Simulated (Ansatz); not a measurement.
Compare A (`O[SiH2]C([SiH3])Cl`) with its isomer B (`C[SiH](Cl)[SiH2]O`).

Computed with Ansatz on PBE0-D4/def2-TZVP structures; ΔE is electronic, products minus reactants. CCSD(T)/CBS adds triple-zeta CCSD(T) − MP2 to the extrapolated MP2 energy (def2 sets, frozen cores). DFT in def2-TZVPP. B3LYP here is the variant with VWN-RPA as its local correlation; programs differ in this. One conformer a species, not always the lowest.

**Question.** Which is lower in electronic energy at CCSD(T)/CBS, and by how much? (An estimate is asked.)

**Answer.** Computed: B, by 159.0 kJ/mol.

**Question.** Give E(B) − E(A) in kJ/mol with B3LYP-D4, r2SCAN-D4, HF/def2-TZVPP, PBE0-D4, PBE-D4, B2PLYP, MP2/def2-TZVPP. (Estimate.)

**Answer.** Computed: B3LYP-D4 -161.8, r2SCAN-D4 -168.2, HF/def2-TZVPP -162.5, PBE0-D4 -169.6, PBE-D4 -168.0, B2PLYP -161.1, MP2/def2-TZVPP -156.7. None reverses the order clearly.

Largest T1 diagnostic: 0.011.

In def2-TZVPP, CCSD(T) changes the Hartree–Fock value by +6.7 kJ/mol (the triples alone add +2.0 kJ/mol) and MP2 by +5.8 kJ/mol.
